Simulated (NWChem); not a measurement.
System: C₃HClF₂; SMILES FC(F)=C=CCl

The following NWChem deck was run.

```
start job
memory heap 200 mb stack 900 mb global 1100 mb
geometry units angstroms noautosym nocenter noautoz
  F      0.195624    -2.166641     1.088337
  C     -0.020973    -1.437428     0.000000
  F      0.195624    -2.166641    -1.088337
  C     -0.411053    -0.180048     0.000000
  C     -0.787009     1.079270     0.000000
  Cl     0.320952     2.434306     0.000000
  H     -1.841447     1.406061     0.000000
end
basis spherical
  * library def2-svp
end
dft
  xc b3lyp
  iterations 150
end
cosmo
  do_cosmo_smd true
  solvent meg
end
task dft energy
```

All runs use the structure optimised with PBE-D3(BJ)/def2-SVP. B3LYP is NWChem's, with the RPA form of VWN correlation. Solvent: ethylene glycol.

Level: B3LYP/def2-SVP with SMD (1 M gas to 1 M solution), gas-phase geometry.

Q: Predict the main results of this run. (B3LYP/def2-SVP, SMD on the gas-phase geometry.) Quantities: solvation free energy (kcal/mol); cavity-dispersion-structure term (kcal/mol); dipole in solution (D).

A: solvation free energy (kcal/mol): 1.1
cavity-dispersion-structure term (kcal/mol): 3.3
dipole in solution (D): 1.57
